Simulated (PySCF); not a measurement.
## Spinor energies of Tm⁻ (thulium, charge -1)

Start: [Xe] 4f13 6s2 6p1; 4f5/2 filled at m_j = -5/2, -3/2, -1/2, +1/2, +3/2, +5/2; 4f7/2 filled at m_j = -5/2, -3/2, -1/2, +1/2, +3/2, +5/2, +7/2; 6p1/2 filled at m_j = -1/2. Calculated with PySCF 2.14 in x2c-SVPall-2c with one added diffuse shell each of s, p, d, f type (8s11p10d4f1g, 128 functions): generalised Hartree-Fock with the X2C-1e Hamiltonian and a Gaussian nucleus; one run each with spin-orbit coupling (SO) switched off, then screened by Boettger's factors.

| spinor shell | electrons | ε, spin-free (eV) | ε, screened SO (eV) | weight of nominal j (screened SO) | rms radius, screened SO (bohr) |
| --- | --- | --- | --- | --- | --- |
| 1s1/2 | 2 | -59686.0 | -59671.7 | 1.000 | 0.0227 |
| 2s1/2 | 2 | -10197.3 | -10192.8 | 1.000 | 0.0918 |
| 2p1/2 | 2 | -9001.6 | -9697.1 | 1.000 | 0.0783 |
| 2p3/2 | 4 | -9001.6 | -8711.1 | 1.000 | 0.0852 |
| 3s1/2 | 2 | -2344.4 | -2342.9 | 1.000 | 0.235 |
| 3p1/2 | 2 | -1975.4 | -2124.7 | 1.000 | 0.227 |
| 3p3/2 | 4 | -1975.4 | -1912.1 | 1.000 | 0.241 |
| 3d3/2 | 4 | -1516.7 | -1543.8 | 1.000 | 0.214 |
| 3d5/2 | 6 | -1516.7 | -1497.3 | 1.000 | 0.218 |
| 4s1/2 | 2 | -486.18 | -485.70 | 1.000 | 0.530 |
| 4p1/2 | 2 | -362.44 | -396.75 | 0.999 | 0.543 |
| 4p3/2 | 4 | -362.44 | -347.70 | 1.000 | 0.574 |
| 4d3/2 | 4 | -194.95 | -201.10 | 0.993 | 0.612 |
| 4d5/2 | 6 | -194.95 | -190.41 | 0.995 | 0.624 |
| 5s1/2 | 2 | -61.372 | -61.193 | 1.000 | 1.33 |
| 5p1/2 | 2 | -30.050 | -34.393 | 0.993 | 1.51 |
| 5p3/2 | 4 | -30.050 | -28.063 | 0.996 | 1.64 |
| 4f5/2 | 6 | -10.297 | -11.265 | 0.944 | 0.877 |
| 4f7/2 | 7 | -10.297 | -9.109 | 0.952 | 0.906 |
| 6s1/2 | 2 | -1.935 | -1.897 | 0.972 | 5.14 |
| 6p1/2 | 1 | 0.243 | -0.017 | 0.977 | 7.76 |

| quantity | spin-free | screened SO |
| --- | --- | --- |
| E (hartree) | -13556.75645 | -13568.69054 |
| M_J | 3 | 3 |
| ⟨J²⟩ | 14.088 | 13.192 |
| ⟨L²⟩ | 8.059 | 11.319 |
| ⟨S²⟩ | 2.028 | 1.731 |

The configuration of this anion was assumed by filling the next shell in order. It is not the known or likely ground configuration (Ca⁻, Sr⁻ and Ba⁻, for instance, bind a p electron), so these values are not the electron affinity of the element. The determinant has a definite M_J but mixes levels of different J.

Each row is a mean over spinors that exchange with the open shell spreads, by up to 9.452 eV (4d5/2).

Breit and QED terms are absent; they matter most for the inner s and p1/2 levels.

Densities and radii are taken from the X2C orbitals without a picture-change correction, which distorts them close to the nucleus.

Without spin-orbit coupling the j labels of p, d and f shells carry no meaning; the spin-free column gives the mean over the occupied spinors of each nl shell, and its ⟨J²⟩ belongs to a mixture of degenerate components.
